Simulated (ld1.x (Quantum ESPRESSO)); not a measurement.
**Transferability test, PAW potential for Mo**

ld1.x (Quantum ESPRESSO) 7.5 input, shortened:

```
&input
   title='Mo', zed=42., rel=1, dft='PZ', iswitch=3,
   config='[Kr] 4d5.5 5s0.5 5p0'
 /
 &inputp
   pseudotype=3, lpaw=.true., tm=.true., lloc=-2, rcloc=4.05,
   nlcc=.true., rcore=1.10,
   which_augfun='PSQ', rmatch_augfun_nc=.true.
 /
6
5S  1  0   0.50   0.00  2.60  3.20  0.0
5S  1  0   0.00   0.65  2.60  3.20  0.0
5P  2  1   0.00   0.00  3.65  4.15  0.0
5P  2  1   0.00   0.25  3.65  4.15  0.0
4D  3  2   5.50   0.00  1.50  1.70  0.0
4D  3  2   0.00   4.75  1.50  1.70  0.0
 &test
   configts(1)='4d5.5 5s0.5 5p0'
 /
```

Energies are relative to the spin-unpolarised reference configuration 4d5.5 5s0.5 5p0; without spin polarisation the order of configurations can differ from experiment. Spin-polarised rows fill each open shell by Hund’s rule, majority spin first.

| valence configuration | charge | ΔE all-electron (eV) | error AE − PS (meV) |
| --- | --- | --- | --- |
| 4d4 5s0 5p0 | +2 | 22.579 | -187 |
| 4d5 5s0.5 5p0 | +0.5 | 2.554 | -8.9 |
| 4d3 5s0 5p0 | +3 | 49.540 | -725 |
| 4d4 5s2 5p0 | 0 | -0.171 | -90 |
| 4d4 5s1 5p1 | 0 | 3.450 | -99 |
| 4d5.5 5s0.5 5p0 (spin-polarised) | 0 | -2.730 | -10 |
| 4d5 5s1 5p0 (spin-polarised) | 0 | -4.233 | -25 |

Task: What are ΔE and the potential's error for 4d5 5s0 5p0?

Result: ΔE = 6.876 eV all-electron; the error (AE − PS) is -16 meV.

Task: What are ΔE and the potential's error for 4d5 5s1 5p0?

Result: ΔE = -0.310 eV all-electron; the error (AE − PS) is -7.3 meV.

Levels in the configuration 4d5 5s1 5p0 (spin-polarised):

```json
{"level": "4d up", "all-electron (eV)": "-4.653", "pseudo (eV)": "-4.692"}
{"level": "5s up", "all-electron (eV)": "-4.838", "pseudo (eV)": "-4.836"}
```
